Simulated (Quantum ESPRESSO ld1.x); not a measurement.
Q: This ld1.x (Quantum ESPRESSO 7.5) run is given with its output. Can the result be used, and if not, why?

```
 &input
    zed=58.0,
    iswitch=1,
    rel=1,
    lsd=1,
    dft='PZ',
    config='[Xe] 4f1 5d2 6s2',
    verbosity='high',
    prefix='ld1',
    max_out_wfc=37,
    file_charge='ld1.rho',
 /
```

```
     Program LD1 v.7.5 starts

     Message from routine scf:
     warning: convergence not achieved
     --------------------------- All-electron run ----------------------------

     scalar relativistic calculation

     atomic number is 58.00
     dft =PZ   lsd =1 sic =0 latt =0  beta=0.20 tr2=1.0E-14
     Exchange-correlation= PZ
                           (   1   1   0   0   0   0   0)
     mesh =2085 r(mesh) = 100.64072 a.u. xmin = -8.00 dx = 0.00800
     1 Ry =  13.60569312 eV, c = 137.03599908

     n l     nl                  e(Ry)          e(Ha)          e(eV)
     1 0     1S 1( 1.00)   -2956.360612647   -1478.180306323 -40223.3352566
     2 0     2S 1( 1.00)    -473.025290541    -236.512645270  -6435.8369425
     2 1     2P 1( 3.00)    -423.801526989    -211.900763494  -5766.1135213
     3 0     3S 1( 1.00)    -101.443809438     -50.721904719  -1380.2133404
     3 1     3P 1( 3.00)     -85.787596372     -42.893798186  -1167.1997100
     4 0     4S 1( 1.00)     -20.128856576     -10.064428288   -273.8670455
     4 1     4P 1( 3.00)     -15.014280235      -7.507140118   -204.2796893
     3 2     3D 1( 5.00)     -63.487901957     -31.743950978   -863.7969110
     5 0     5S 1( 1.00)      -2.540195920      -1.270097960    -34.5611262
     5 1     5P 1( 3.00)      -1.267236066      -0.633618033    -17.2416250
     4 2     4D 1( 5.00)      -7.651514036      -3.825757018   -104.1041519
     4 3     4F 1( 1.00)       0.024790421       0.012395211      0.3372909
     5 2     5D 1( 2.00)       0.024198037       0.012099018      0.3292311
     6 0     6S 1( 1.00)       0.023605652       0.011802826      0.3211713
     1 0     1S 2( 1.00)   -2956.360749376   -1478.180374688 -40223.3371169
     2 0     2S 2( 1.00)    -473.022238891    -236.511119445  -6435.7954227
     2 1     2P 2( 3.00)    -423.799205878    -211.899602939  -5766.0819409
     3 0     3S 2( 1.00)    -101.422912647     -50.711456323  -1379.9290251
     3 1     3P 2( 3.00)     -85.766769152     -42.883384576  -1166.9163412
     4 0     4S 2( 1.00)     -20.072441101     -10.036220550   -273.0994738
     4 1     4P 2( 3.00)     -14.957645022      -7.478822511   -203.5091280
     3 2     3D 2( 5.00)     -63.470504565     -31.735252283   -863.5602075
     5 0     5S 2( 1.00)      -2.480952132      -1.240476066    -33.7550734
     5 1     5P 2( 3.00)      -1.206490613      -0.603245306    -16.4151410
     4 2     4D 2( 5.00)      -7.594401602      -3.797200801   -103.3270977
     4 3     4F 2( 0.00)       0.024790421       0.012395211      0.3372909
     5 2     5D 2( 0.00)       0.024198037       0.012099018      0.3292311
     6 0     6S 2( 1.00)       0.023605652       0.011802826      0.3211713

     final scf error:  1.9E+01 reached in 201 iterations

     Etot =  -17453.868756 Ry,   -8726.934378 Ha, -237471.982106 eV
     Total magnetization:    3.00 Bohr mag.

     Ekin =   18977.247508 Ry,    9488.623754 Ha,  258198.605914 eV
     Encl =  -42642.661952 Ry,  -21321.330976 Ha, -580182.972469 eV
     Eh   =    6612.259829 Ry,    3306.129914 Ha,   89964.378078 eV
     Exc  =    -400.714141 Ry,    -200.357070 Ha,   -5451.993630 eV
```

A: No. The cycle did not converge: in the last iteration no bound solution was found for 4f up, 5d up, 6s down, 6s up (the eigenvalue is printed as zero or positive). The species is Ce- with 59 electrons. In a local or semilocal functional the extra electron of a negative ion sees its own charge, the potential lacks the -1/r tail, and the highest level tends to rise to zero. The printed total energy is meaningless.
